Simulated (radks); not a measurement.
The sulfur anion S2-, [Ar], held by a Watson sphere: a shell of charge +2 at radius R that stands for the Madelung well of a crystal (potential energy -2/R inside, -2/r outside, in hartree with lengths in bohr). All-electron calculation, scalar-relativistic Kohn-Sham, LDA (Slater exchange, VWN5 correlation), spin-unpolarised, spherical densities, finite nucleus; Fermi nuclear charge, rms radius of each element as measured or else 0.836 A^(1/3) + 0.57 fm. Program: a radial shooting solver on a logarithmic mesh with Libxc functionals. Response by self-consistent Sternheimer equations with the Hartree and adiabatic LDA kernel, the relativistic mass of each level held fixed and spin-orbit coupling left out. The sphere does not respond.

R (bohr)  e(2p) (eV)  e(3s) (eV)  e(3p) (eV)  <r> 3p (bohr)  sum of <r^2> (bohr^2)  X-ray form factor at sin(theta)/lambda = 0.2 1/angstrom  alpha (bohr^3)
1.88         -153.56     -18.880      -8.772          2.033                  38.29                                                   11.601           21.88
2.43         -153.25     -17.206      -7.643          2.180                  43.46                                                   11.305           30.00
2.44         -153.25     -17.178      -7.621          2.183                  43.55                                                   11.301           30.18
3.85         -152.20     -14.158      -4.950          2.482                  55.72                                                   11.053           68.83
3.89         -152.16     -14.095      -4.887          2.489                  56.05                                                   11.052           70.40
3.97         -152.09     -13.973      -4.765          2.502                  56.69                                                   11.049           73.63
4.01         -152.05     -13.914      -4.705          2.509                  57.01                                                   11.048           75.29
4.08         -151.99     -13.812      -4.602          2.521                  57.57                                                   11.047           78.29
4.34         -151.76     -13.458      -4.239          2.563                  59.65                                                   11.044           90.39
